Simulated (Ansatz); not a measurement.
Born–Oppenheimer molecular dynamics of C$_{3}$H$_{6}$Si (10 atoms, charge 0, multiplicity 1). It goes on from the last frame of an earlier run, with new velocities.

Level of theory: Ansatz 0.2.0, RKS B3LYP-D4/STO-3G.

* ensemble: NVE (velocity Verlet)
* time step: 1 fs
* steps asked: 400
* starting velocities drawn for: 100 K
* seed: 552107

First frame:

```xyz
10
Properties=species:S:1:pos:R:3
Si -1.148 0.606 -0.683
C -0.028 -0.655 0.134
C 1.526 -0.403 0.068
C 0.990 -0.262 1.263
H -2.471 0.115 -0.797
H -1.146 1.838 0.087
H -0.703 0.834 -2.010
H -0.313 -1.740 0.128
H 2.372 -0.312 -0.552
H 1.036 -0.024 2.314
```

(1) How far do the bonds stretch over the last three quarters of this one trajectory? (Pairs bonded in most of those frames.)

## Answers

(1) 
```tsv
bond	mean (Å)	spread (Å)	shortest	longest
Si1–C2	1.883	0.017	1.84	1.93
Si1–H5	1.447	0.019	1.41	1.48
Si1–H6	1.446	0.029	1.40	1.49
Si1–H7	1.446	0.015	1.41	1.48
C2–C3	1.536	0.021	1.49	1.58
C2–C4	1.535	0.023	1.49	1.58
C2–H8	1.109	0.031	1.06	1.15
C3–C4	1.307	0.013	1.28	1.33
C3–H9	1.093	0.024	1.04	1.14
C4–H10	1.094	0.026	1.04	1.14
```

Mean temperature of the second half: 132 K. The conserved energy stayed within 0.72 meV per atom of its start (net change -0.54 meV per atom), so the integration is sound. The kinetic energy rose, since the run started high on the potential surface and went downhill. A run of 0.4 ps of so small a system gives no equilibrium averages. Limits of this set-up: minimal basis.

Run time: 6.5 min on 1 thread of Arm Neoverse V2 (shared host), peak memory 0.082 GiB.
